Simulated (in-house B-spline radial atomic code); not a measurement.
Results of a calculation; reference values are marked as such.
## Weak and strong correlation along the adiabatic connection

Two-electron singlets in several external potentials (atomic units), by full CI in B-splines with partial waves to l = 8 (correlation energies up to 0.6 % small). The repulsion is scaled by λ at fixed density; W(λ) is the mean repulsion less the Hartree energy, W(0) = E_x, and the area under W from 0 to 1 is E_xc.

One system gave this curve:

| λ | W (hartree) |
| --- | --- |
| 0 | -1.119 |
| 0.02 | -1.1209 |
| 0.05 | -1.1238 |
| 0.12 | -1.1303 |
| 0.25 | -1.1418 |
| 0.4 | -1.1545 |
| 0.6 | -1.1703 |
| 0.8 | -1.1849 |
| 1 | -1.1985 |
| 1.4 | -1.2231 |
| 2 | -1.2543 |
| 3 | -1.2954 |
| 4.5 | -1.3398 |
| 7 | -1.3878 |
| 10 | -1.4237 |

Q: Which system is it?
A. −Z exp(−kr)/r, Z = 1.81, k = 0.445
B. −Z/r, Z = 16
C. −Z/r, Z = 2.15, wall at 5.06 bohr
D. −Z/r, Z = 0.917, wall at 0.997 bohr

A: C. The exchange energy sets the size: −Z/r, Z = 2.15, wall at 5.06 bohr: E_x = -1.12, E_c = -0.0423; −Z/r, Z = 16: E_x = -9.78, E_c = -0.0458; −Z/r, Z = 0.917, wall at 0.997 bohr: E_x = -1.86, E_c = -0.048; −Z exp(−kr)/r, Z = 1.81, k = 0.445: E_x = -0.818, E_c = -0.0432 hartree.
